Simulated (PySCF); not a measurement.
SiBr2Cl2, SMILES Cl[Si](Cl)(Br)Br.

Coordinates come from a B3LYP-D3(BJ)/def2-SVP optimisation.

These are PySCF with SMD-B3LYP/6-31G* values and carry that method's errors.

Solvation free energies are E(SMD) − E(gas) at the gas-phase geometry, for 1 M in both phases. Bromine has the revised SMD18 radius of 2.60 Å. In vacuum the dipole moment is 0.34 D.

### Question
Estimate the solvation free energies in water, cyclohexanone, dichloromethane. (Estimate from the structure and the level; the computed values follow.)

### Answer

```json
[
 {"solvent": "water", "ΔG(solv) (kcal/mol)": "-0.5", "its non-electrostatic (CDS) part": "0.0", "dipole (D)": "0.39"},
 {"solvent": "cyclohexanone", "ΔG(solv) (kcal/mol)": "-4.8", "its non-electrostatic (CDS) part": "-4.4", "dipole (D)": "0.39"},
 {"solvent": "dichloromethane", "ΔG(solv) (kcal/mol)": "-5.8", "its non-electrostatic (CDS) part": "-5.4", "dipole (D)": "0.39"}
]
```
